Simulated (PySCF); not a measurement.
**Correlation energy of Se³⁺ (selenium, charge +3)**

[Ar] 3d10 4s2 4p1, 2P determinant. Computed with PySCF 2.14 in aug-cc-pVDZ-PP with ECP10MDF, with scalar relativity through the core potential. Frozen: 3s2 3p6 3d10; 3 electrons correlated.

MP2 pair energies summed by pair of shells (mhartree):

```json
{"pair": "4s-4s", "energy": "-20.10", "share (%)": "58.4"}
{"pair": "4s-4p", "energy": "-14.30", "share (%)": "41.6"}
```

Total MP2 correlation energy: -34.40 mhartree.

Same-spin part -2.12 and opposite-spin part -32.28 mhartree; SCS-MP2 scales them by 1/3 and 6/5 to -39.44 mhartree.

```json
{"level": "CCSD", "correlation energy (mhartree)": "-49.73"}
{"level": "(T)", "correlation energy (mhartree)": "-0.37"}
{"level": "CCSD(T)", "correlation energy (mhartree)": "-50.10"}
```

Diagnostics: T1 = 0.0068, D1 = 0.0165, largest double amplitude 0.096.

Q: Is a single reference adequate?

A: Mostly. T1 lies below 0.03, but a double amplitude of this size points to a near-degeneracy that CCSD handles and MP2 describes poorly.
